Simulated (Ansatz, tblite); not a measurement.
Removing and adding an electron: the cluster ZrO₄H₄. Total charge 0; singlet. Geometry: PBE-D4/def2-SVP. Ansatz, gas phase; energy differences of separate SCF runs; the oxidised species was run as a doublet alone; the reduced species was run as a doublet alone.

```xyz
9

Zr    0.1752    0.0814    0.1317
O    -1.1551   -0.1398   -1.7266
O    -1.7415   -0.4140   -0.3907
O     0.0431    0.6269    1.9700
O     1.4918   -1.2949   -0.1628
H    -0.0324    0.8678    2.9028
H     2.0272   -2.0910   -0.0423
H    -1.5877    0.7042   -1.9831
H     0.7793    1.6594   -0.6989
```

In the def2 sets Zr takes a core potential; there is no spin–orbit coupling. The xTB rows come from tblite. The structure holds one bond between oxygen atoms, so isomers without such links may lie far lower. HOMO above LUMO, or a gap near zero within one spin, warns that the state may not be the lowest or that an electron is smeared out. The structure comes from a short search, and lower isomers may exist.

(1) Estimate orbital energies and vertical ionisation energies and electron affinities at: GFN1-xTB; GFN2-xTB; PBE-D4/def2-TZVP; PBE-D4/def2-TZVPD; r2SCAN-D4/def2-TZVP; r2SCAN-D4/def2-TZVPD; PBE0-D4/def2-TZVP; PBE0-D4/def2-TZVPD.

Answers

(1) 
```csv
level,−HOMO (eV),vertical IE (eV),−LUMO (eV),vertical EA (eV),HOMO–LUMO gap (eV),IE − EA (eV),remarks
GFN1-xTB,11.66,14.87,8.19,4.87,3.48,10.00,–
GFN2-xTB,11.22,14.25,6.94,3.82,4.27,10.43,–
PBE-D4/def2-TZVP,6.23,9.38,2.11,–,4.12,–,–
PBE-D4/def2-TZVPD,6.29,–,2.21,-0.17,4.08,–,"HOMO above zero (-1 doublet), gap within one spin near zero (-1 doublet)"
r2SCAN-D4/def2-TZVP,6.58,9.60,1.76,–,4.82,–,–
r2SCAN-D4/def2-TZVPD,6.61,–,1.82,-0.38,4.78,–,HOMO above zero (-1 doublet)
PBE0-D4/def2-TZVP,7.65,9.90,0.82,–,6.83,–,–
PBE0-D4/def2-TZVPD,7.68,–,0.92,-0.46,6.76,–,HOMO above zero (-1 doublet)
```

Relaxing the oxidised species (PBE-D4/def2-SVP) changes its energy by -0.44 eV at PBE-D4/def2-TZVP, so the adiabatic ionisation energy to this nearest minimum is 8.95 eV. On the way the bond Zr1–O2 breaks. At PBE0-D4/def2-TZVP it is 9.27 eV.     A HOMO above zero means that the electron is unbound at that level or that self-interaction error raises the level; the energy of removing that electron tells which. Raw xTB energy differences between charge states are shifted by several eV; the methods need an empirical correction for them. A negative affinity means that the extra electron isn't bound; its size then hangs on the basis.
